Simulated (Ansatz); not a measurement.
`[CH3][Zn][S][SiH3]`, relaxed with RKS PBE0-D4/def2-TZVP in Ansatz from a GFN2-xTB geometry. The force threshold is 0.005 eV/Å; the program also tests the step.

Total charge 0; spin multiplicity 1.

Start:

```xyz
10

C    -1.682   -1.720    1.342
Zn   -0.465   -0.785    0.022
S     0.792   -0.078   -1.732
Si    1.639    1.788   -1.171
H    -2.317   -1.017    1.868
H    -1.108   -2.272    2.077
H    -2.315   -2.420    0.809
H     2.491    1.603    0.002
H     0.571    2.737   -0.862
H     2.392    2.164   -2.355
```

Task: How much energy does the relaxation release, and in how many steps? (Best estimate.)

Result: Ansatz gave: 19.11 kJ/mol, in 8 steps.

Task: Which bonds change most? (Best estimate.)

Result: The calculation gave: Zn2–S3 from 2.270 to 2.177 Å; C1–Zn2 from 2.024 to 1.932 Å; Si4–H10 from 1.452 to 1.484 Å; Si4–H8 from 1.462 to 1.488 Å.

Task: Give the relaxed structure. (Estimate.)

Result: The calculation gave: 
```xyz
10

C    -1.528   -1.543    1.243
Zn   -0.438   -0.912   -0.222
S     0.775   -0.243   -1.902
Si    1.471    1.585   -1.070
H    -2.067   -0.712    1.702
H    -0.908   -2.017    2.006
H    -2.259   -2.273    0.888
H     2.285    1.370    0.157
H     0.353    2.499   -0.708
H     2.317    2.247   -2.095
```
